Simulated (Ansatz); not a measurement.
Computed with Ansatz on PBE0-D4/def2-TZVP structures; ΔE is electronic, products minus reactants. CCSD(T)/CBS adds triple-zeta CCSD(T) − MP2 to the extrapolated MP2 energy (def2 sets, frozen cores). Functionals use def2-TZVPP. One conformer a species, not always the lowest.

`[SiH3]S/C=C/S` → `CC1(S)[SiH2]S1`  (isomerisation)

`[SiH3]S/C=C/S`:

```xyz
11

Si    2.073    0.727   -0.803
S     0.756    1.121    0.833
C    -0.263   -0.307    0.679
C    -1.590   -0.218    0.633
S    -2.617   -1.628    0.748
H     3.150    1.744   -0.718
H     2.638   -0.641   -0.670
H     1.370    0.831   -2.107
H     0.234   -1.273    0.701
H    -2.081    0.749    0.603
H    -3.670   -1.105    0.101
```

`CC1(S)[SiH2]S1`:

Cartesian coordinates in Å:
```
C 0.937 -0.487 -0.849
C -0.266 -0.155 0.001
S -1.174 -1.565 0.610
Si -0.276 1.326 1.120
S -1.303 1.262 -0.690
H 1.490 0.415 -1.121
H 0.629 -0.984 -1.774
H 1.602 -1.164 -0.307
H -1.566 -2.052 -0.584
H -1.037 1.273 2.386
H 0.962 2.132 1.207
```

**Question.** Is it downhill or uphill in electronic energy at CCSD(T)/CBS, and by how much? (An estimate is asked.)

**Answer.** The calculation gave: Downhill: ΔE = -0.26 eV.

**Question.** What do these levels give: PBE0-D4, ωB97X-V, ωB97M-V, PBE, MP2/CBS(def2), CCSD/CBS(def2)? (Best estimate.)

**Answer.** The calculation gave: PBE0-D4 -0.30, ωB97X-V -0.27, ωB97M-V -0.26, PBE -0.20, MP2/CBS(def2) -0.41, CCSD/CBS(def2) -0.23 eV.

Largest T1 diagnostic among the species: 0.012.

In def2-TZVPP, CCSD(T) changes the Hartree–Fock value by −0.33 eV (the triples alone add −0.03 eV) and MP2 by −0.48 eV. The D4 term adds −0.09 eV with B3LYP and −0.04 eV with PBE0; it sums over pairs of atoms, weighted by their polarisabilities, and B3LYP, whose exchange is more repulsive, gets the larger term.

B3LYP here is the variant with VWN-RPA as its local correlation; programs differ in this.
